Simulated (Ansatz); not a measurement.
AuClH3N, SMILES [NH3]->[Au][Cl], multiplicity 1.

Geometry: B3LYP-D3(BJ)/def2-TZVP. The spin state was assumed, not searched. The def2 effective core potentials stand for the cores of Au; spin–orbit coupling is left out.

Two levels are set side by side: PBE/def2-SVPD (Ansatz, an electronic-structure program) and CAM-B3LYP/def2-SVPD (Ansatz). Energy differences of separate SCF runs at the same geometry; the states with an electron removed or added have multiplicity 2 and 2. Differences are taken from unrounded values.

```
quantity                            PBE
---------------------------------  ----
vertical ionisation energy (eV)    9.16
vertical singlet–triplet gap (eV)  4.44
```

Task: These are the PBE values. What does CAM-B3LYP give? (The exact figures need the calculation; the answer reports its results.)

Result: 
```json
[
 {"quantity": "vertical ionisation energy (eV)", "CAM-B3LYP": "9.39", "PBE minus CAM-B3LYP": "-0.23"},
 {"quantity": "vertical singlet–triplet gap (eV)", "CAM-B3LYP": "4.94", "PBE minus CAM-B3LYP": "-0.50"}
]
```
